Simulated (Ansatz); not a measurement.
Reactions of `F[SiH2]SS`.

Calculated with Ansatz (gas phase, PBE0-D4/def2-TZVP geometries, no zero-point term in ΔE). CCSD(T)/CBS adds triple-zeta CCSD(T) − MP2 to the extrapolated MP2 energy (def2 sets, frozen cores). This one scheme is used for every species. Functionals use def2-TZVPP. Each species was taken in one conformer, which may not be the lowest.

| reaction | PBE-D4 (eV) | r2SCAN-D4 (eV) |
| --- | --- | --- |
| `F[SiH2]SS` + PH₃ → `F[SiH2]P` + `SS` | 0.44 | 0.47 |
| `F[SiH2]SS` + `CO[SiH2]S` → `CO[SiH2]S[SiH2]F` + `SS` | -0.08 | -0.10 |
| `F[SiH2]SS` + `CN[SiH2]O` → `CN([SiH2]O)[SiH2]F` + `SS` | -0.06 | -0.12 |
| `F[SiH2]SS` + `BC(=C)S` → `BC(=C)S[SiH2]F` + `SS` | 0.05 | 0.04 |
| `F[SiH2]SS` + `N[SiH](O)F` → `O[SiH](F)N[SiH2]F` + `SS` | 0.00 | -0.08 |
| `F[SiH2]SS` + `CBO` → `CBO[SiH2]F` + `SS` | -0.23 | -0.38 |

Give the CCSD(T)/CBS values in the same order. (Estimate.)

The calculation gave: 0.48, -0.09, -0.18, 0.04, -0.12, -0.43 eV.

Largest T1 diagnostic: 0.013, for PH₃.
